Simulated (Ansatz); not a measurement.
## Which is lower?

The two ends of one reaction step of SiAsH$_{7}$, singlet (PBE0-D4/def2-TZVP).

A:

Si1  (-0.994, 0.105, -0.175)
H2  (1.272, -2.752, -0.363)
H3  (-0.825, -0.480, -1.530)
H4  (-2.131, 1.061, -0.196)
H5  (-1.295, -0.987, 0.787)
H6  (1.682, -2.172, -0.131)
As7  (1.053, 1.106, 0.459)
H8  (0.834, 2.287, -0.477)
H9  (0.404, 1.833, 1.628)
(Å)

B:

Si1  (-1.476, -0.951, -0.782)
H2  (-0.061, -1.135, -1.199)
H3  (-2.349, -1.776, -1.658)
H4  (-1.852, 0.478, -0.918)
H5  (-1.640, -1.386, 0.627)
H6  (2.387, 0.034, 1.089)
As7  (1.237, 1.028, 1.037)
H8  (1.816, 1.724, -0.186)
H9  (1.938, 1.984, 1.990)
(Å)

Program: Ansatz 0.2.0. Basis: def2-TZVPP. Cores are frozen in the correlated methods. Filled d shells of the heavier atoms are correlated. The def2 sets are not built for correlating such inner shells, so the correlated values are less sure here. B3LYP uses VWN-RPA correlation.

Which structure is lower at CCSD(T), and by how much? (To be estimated.)

By the calculation: A, by 2.2 kJ/mol (electronic energy, against the other); a gap this small isn't resolved in one triple-zeta basis. By their contacts, A is a complex of SiAsH₅ ([SiH3][AsH2]) + H₂ and B is a complex of AsH₃ + SiH₄.

Do the other methods give the same order? (A judgement: the text doesn't fix the answer.)

Computed: Not all: B97M-V, BHLYP-D4, CAM-B3LYP-D4, RPA on PBE, HF, CCSD give the other order.

| method | E(B) − E(A) (kJ/mol) |
| --- | --- |
| SPW92 | 7.3 |
| PBE-D4 | 13.2 |
| BLYP-D4 | 6.0 |
| r2SCAN-D4 | 9.9 |
| B97M-V | -0.9 |
| PBE0-D4 | 9.9 |
| B3LYP-D4 | 3.2 |
| r2SCAN0-D4 | 8.0 |
| BHLYP-D4 | -1.4 |
| CAM-B3LYP-D4 | -3.0 |
| wB97X-V | 2.0 |
| wB97M-V | 3.0 |
| B2PLYP | 1.9 |
| PBE-QIDH | 7.5 |
| RPA on PBE | -1.8 |
| HF | -15.3 |
| MP2 | 9.1 |
| CCSD | -1.7 |
| CCSD(T) | 2.2 |

The T1 diagnostic stays at or below 0.012.

Labels in which every atom is bracketed show which atoms are joined, not bond orders.

For scale, one of the runs: CCSD(T)/def2-TZVPP, 188 basis functions (an equivalent command: `ansatz run in.yaml --threads 2`). The run took 28 s on 2 CPU threads (shared host), with 2 GiB of host memory at its peak.
